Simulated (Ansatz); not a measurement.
Several settings on one geometry of TaO₂⁻ (that of the charge -1 singlet, PBE-D4/def2-TZVPD). Ansatz on 2 threads of Arm Neoverse V2 on a shared host; times are rough.

```csv
atom,x (Å),y (Å),z (Å)
Ta1,-0.6872,0.0779,0.0944
O2,0.5759,1.1799,0.6388
O3,0.1113,-1.2578,-0.7332
```

Totals from different functionals, basis sets or treatments of relativity can't be compared as stabilities.

In the def2 sets Ta takes a core potential; there is no spin–orbit coupling. Correlated methods freeze 2 core orbitals; core or outer-core shells of Ta are correlated, in sets that lack core-valence functions. A multiply charged anion in the gas phase is held together partly by the finite basis.

The spins typed aren't always the lowest for that charge.

(1) Give the basis size and estimate the energy, ⟨S²⟩ and time of these runs.

```json
{"run": "1", "method": "UKS B2GP-PLYP/def2-SVPD", "charge": "-2", "state": "doublet", "further keys": "scf: {omitted_lower_state_checks: [starts]}"}
{"run": "2", "method": "UKS ωB97/def2-SVP", "charge": "0", "state": "doublet", "further keys": "scf: {omitted_lower_state_checks: [starts]}; forces asked"}
{"run": "3", "method": "ROKS BHLYP-D3(BJ)/def2-TZVPD", "charge": "0", "state": "doublet", "further keys": "final_grid: {core_spheres: 20, valence_spheres: 16, degree: 47}; scf: {lower_state_search: off}"}
```

## Answers

(1) 
```tsv
run	functions	energy (Eh)	⟨S²⟩	wall time
1	81	-206.9817	0.88	3.2 s
2	60	-207.3180	0.75	4.4 s
3	123	-207.3587	–	2.2 s
```

At UKS B2GP-PLYP/def2-SVPD the charge -2 doublet is spin-contaminated (final ⟨S²⟩ up to 0.88, 0.75 for a pure state).
